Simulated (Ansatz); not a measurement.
Mulliken charges of FH4O2ScSi (`[OH][Sc]([F])[O][SiH3]`) from r2SCAN/def2-TZVPP in Ansatz (PBE0-D4/def2-TZVP geometry).

| atom | x (Å) | y (Å) | z (Å) | charge (e) |
| --- | --- | --- | --- | --- |
| O1 | 2.269 | 1.625 | 0.590 | -0.564 |
| Sc2 | 1.559 | -0.078 | 0.394 | 1.261 |
| F3 | 2.623 | -1.570 | 0.655 | -0.430 |
| O4 | -0.256 | -0.330 | -0.072 | -0.598 |
| Si5 | -1.827 | -0.499 | -0.469 | 0.405 |
| H6 | 2.622 | 2.504 | 0.689 | 0.201 |
| H7 | -2.192 | 0.445 | -1.562 | -0.093 |
| H8 | -2.108 | -1.885 | -0.934 | -0.089 |
| H9 | -2.691 | -0.212 | 0.709 | -0.093 |

**Question.** By hand: the dipole of these point charges (1 e Å = 4.8032 D).

**Answer.** Σ q r = (0.140, 0.305, 0.036) e Å, of length 0.338 e Å = 1.62 D.

**Question.** How does the dipole of the full density compare? (Best estimate.)

**Answer.** The calculation gave: (0.076, 0.440, 0.022) e Å, 2.15 D; the point charges give 0.75 times that, at 15° from its direction.

Point charges leave out the atoms' own dipoles, such as those of lone pairs, and Mulliken's split depends on the basis, so the two needn't agree.
